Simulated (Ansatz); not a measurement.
```xyz
19

C    -1.863    1.795    1.118
O    -1.285    0.597    0.697
Mo    0.341    0.160   -0.049
O     2.197    0.375   -0.608
O     1.148    0.964    1.463
O    -0.042    1.737   -1.108
O     0.100   -0.746   -1.752
O     0.316   -1.588    0.519
C     0.057   -2.886    0.091
H    -2.895    1.604    1.421
H    -1.294    2.186    1.968
H    -1.833    2.521    0.301
H     2.332   -0.091   -1.439
H     2.100    1.090    1.389
H     0.760    2.071   -1.521
H    -0.110   -0.112   -2.443
H    -0.837   -3.262    0.597
H     0.908   -3.524    0.349
H    -0.098   -2.892   -0.991
```

Total charge 0; spin multiplicity 1. Mo: def2 effective core potential.

(1) List the CAM-B3LYP/def2-TZVPP orbital energies in eV (Ansatz). (An estimate is asked.)

Answers

(1) Computed: Occupied: -523.33, -523.31, -522.50, -522.23, -522.21, -522.16, -280.22, -280.11, -76.26, -48.85, -48.83, -48.74, -30.14, -29.98, -29.05, -28.53, -28.43, -28.30, -20.85, -20.72, -16.42, -16.07, -15.75, -15.62, -15.28, -14.81, -14.60, -14.40, -13.88, -13.71, -12.46, -12.23, -12.18, -11.49, -11.10, -10.98, -10.70, -10.29, -10.13, -9.89, -9.77, -9.64. Lowest empty: -1.64, -1.38, -1.34, 0.98, 1.63, 1.74, 1.79, 2.36.
